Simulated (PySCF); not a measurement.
trans-(1S,2S)-1-ethenyl-2-fluorocyclopropane (C₅H₇F), SMILES [C@@H]1([C@@H](F)C1)C=C.

Geometry: PBE0-D3(BJ)/def2-SVP. Other conformers were not sampled.

Computed with TDA-LC-ωPBE/def2-SVPD in PySCF 2.14.0.

Vertical excitations. 

Computed excitation energies, oscillator strengths and character:
```json
[
 {"state": "S1", "energy (eV)": "7.55", "λ (nm)": "164", "f": "0.709", "main pairs": "HOMO→LUMO 79 %"},
 {"state": "S2", "energy (eV)": "7.71", "λ (nm)": "161", "f": "0.052", "main pairs": "HOMO→LUMO+1 63 %, HOMO→LUMO+2 14 %"},
 {"state": "S3", "energy (eV)": "8.00", "λ (nm)": "155", "f": "0.019", "main pairs": "HOMO→LUMO+2 49 %, HOMO→LUMO+3 29 %"},
 {"state": "S4", "energy (eV)": "8.41", "λ (nm)": "147", "f": "0.009", "main pairs": "HOMO−3→LUMO 58 %, HOMO−2→LUMO 13 %, HOMO−1→LUMO 10 %"},
 {"state": "S5", "energy (eV)": "8.50", "λ (nm)": "146", "f": "0.008", "main pairs": "HOMO→LUMO+3 23 %, HOMO−1→LUMO+1 22 %, HOMO→LUMO+2 15 %, HOMO→LUMO+4 10 %"},
 {"state": "S6", "energy (eV)": "8.68", "λ (nm)": "143", "f": "0.006", "main pairs": "HOMO−1→LUMO+1 25 %, HOMO→LUMO+3 21 %, HOMO−1→LUMO 12 %, HOMO→LUMO+2 9 %"},
 {"state": "S7", "energy (eV)": "8.70", "λ (nm)": "143", "f": "0.007", "main pairs": "HOMO−1→LUMO 55 %, HOMO−1→LUMO+1 17 %"},
 {"state": "S8", "energy (eV)": "8.91", "λ (nm)": "139", "f": "0.003", "main pairs": "HOMO→LUMO+4 58 %"},
 {"state": "S9", "energy (eV)": "9.22", "λ (nm)": "134", "f": "0.050", "main pairs": "HOMO→LUMO+6 59 %"},
 {"state": "S10", "energy (eV)": "9.40", "λ (nm)": "132", "f": "0.021", "main pairs": "HOMO→LUMO+5 69 %"},
 {"state": "T1", "energy (eV)": "4.08", "λ (nm)": "304", "f": "0", "main pairs": "HOMO→LUMO 74 %"},
 {"state": "T2", "energy (eV)": "7.53", "λ (nm)": "165", "f": "0", "main pairs": "HOMO→LUMO+1 67 %, HOMO→LUMO+2 12 %"},
 {"state": "T3", "energy (eV)": "7.78", "λ (nm)": "159", "f": "0", "main pairs": "HOMO−3→LUMO 28 %, HOMO→LUMO+2 23 %, HOMO→LUMO+3 13 %, HOMO−2→LUMO 9 %"},
 {"state": "T4", "energy (eV)": "7.82", "λ (nm)": "159", "f": "0", "main pairs": "HOMO→LUMO+2 30 %, HOMO−3→LUMO 21 %, HOMO−1→LUMO 11 %, HOMO→LUMO+3 8 %"}
]
```
Triplets are in the Tamm–Dancoff approximation.
